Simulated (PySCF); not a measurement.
Molecule: SMILES C=C(C#N)C(=O)O, C$_{4}$H$_{3}$NO$_{2}$.

Geometry (Å), atoms numbered from 1 in this order:
```xyz
10

C    -1.5581    0.4518    0.1713
C    -0.2293    0.3515    0.0880
C     0.6340    1.4541    0.3010
N     1.3240    2.3513    0.4737
C     0.4053   -0.9621   -0.2412
O    -0.2125   -1.9718   -0.4469
O     1.7348   -0.8851   -0.2795
H    -2.0476    1.3813    0.4062
H    -2.1686   -0.4197   -0.0009
H     2.1266   -1.7466   -0.4943
```

Frames of a GFN2-xTB Langevin trajectory at 600 K; GIAO PBE0/pcSseg-1 shieldings in PySCF 2.14.0 with density-fitted response routines, gas phase, non-relativistic; equivalent atoms averaged within each frame.

Shifts are taken against calculated references (same method and geometry level): ¹³C (σref 186.93) and ¹H (σref 31.72) against TMS; ¹⁵N (σref 267.73) vs NH3; ¹⁷O (σref 336.08) against H2O. The references are static minima.

Question: How do the shifts (ppm) fluctuate along the trajectory?

Answer: 
| time (fs) | C5 | C1 | C2 | C3 | N4 | O6 | O7 | H10 | H9 | H8 |
| --- | --- | --- | --- | --- | --- | --- | --- | --- | --- | --- |
| 250 | 177.9 | 135.7 | 122.0 | 118.5 | 329.8 | 501.6 | 261.2 | 7.70 | 6.51 | 6.31 |
| 425 | 173.3 | 164.2 | 124.9 | 122.6 | 357.6 | 444.2 | 265.3 | 6.88 | 7.91 | 7.72 |
| 625 | 156.0 | 138.5 | 122.0 | 118.8 | 314.2 | 397.7 | 186.6 | 6.25 | 6.92 | 6.09 |
| 800 | 174.0 | 142.2 | 124.2 | 125.9 | 344.8 | 465.1 | 208.8 | 7.62 | 6.60 | 6.30 |
| 1000 | 164.9 | 156.5 | 120.1 | 126.9 | 336.3 | 416.2 | 215.8 | 7.29 | 7.52 | 6.96 |
| mean of frames | 169.2 | 147.4 | 122.6 | 122.5 | 336.5 | 444.9 | 227.5 | 7.15 | 7.09 | 6.68 |
| standard deviation | 8.8 | 12.3 | 1.9 | 3.9 | 16.3 | 40.9 | 34.4 | 0.60 | 0.60 | 0.67 |

5 frames give an uncertainty of the mean of about the standard deviation over 2.2 at best, since frames this close in time may not be independent; classical motion lacks zero-point vibration, and the reference would need the same averaging.
